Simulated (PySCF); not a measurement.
# Spinor energies of Re³⁹⁺ (rhenium, charge +39)

Start: [Kr]. Calculated with PySCF 2.14 in an uncontracted even-tempered set (19 s from 1.9 bohr⁻², ratio 2.6; 15 p from 2.5 bohr⁻², ratio 2.6; 11 d from 2.5 bohr⁻², ratio 2.6; 5 f from 2.6 bohr⁻², ratio 2.8): generalised Hartree-Fock with the X2C-1e Hamiltonian and a Gaussian nucleus; spin-orbit coupling (SO) screened by Boettger's factors.

```
spinor shell  electrons  ε, screened SO (eV)  weight of nominal j (screened SO)  rms radius, screened SO (bohr)
       1s1/2          2             -73803.7                              1.000                          0.0204
       2s1/2          2             -14390.2                              1.000                          0.0823
       2p1/2          2             -13825.3                              1.000                          0.0699
       2p3/2          4             -12378.7                              1.000                          0.0774
       3s1/2          2              -4685.3                              1.000                           0.208
       3p1/2          2              -4437.1                              1.000                           0.199
       3p3/2          4              -4107.9                              1.000                           0.213
       3d3/2          4              -3701.2                              1.000                           0.188
       3d5/2          6              -3630.1                              1.000                           0.191
       4s1/2          2              -2128.3                              1.000                           0.426
       4p1/2          2              -2013.5                              1.000                           0.424
       4p3/2          4              -1911.4                              1.000                           0.446
```

```
   quantity   screened SO
E (hartree)  -15770.00988
        M_J             0
       ⟨J²⟩         0.000
       ⟨L²⟩         0.084
       ⟨S²⟩         0.084
```

Breit and QED terms are absent; they matter most for the inner s and p1/2 levels.

Densities and radii are taken from the X2C orbitals without a picture-change correction, which distorts them close to the nucleus.
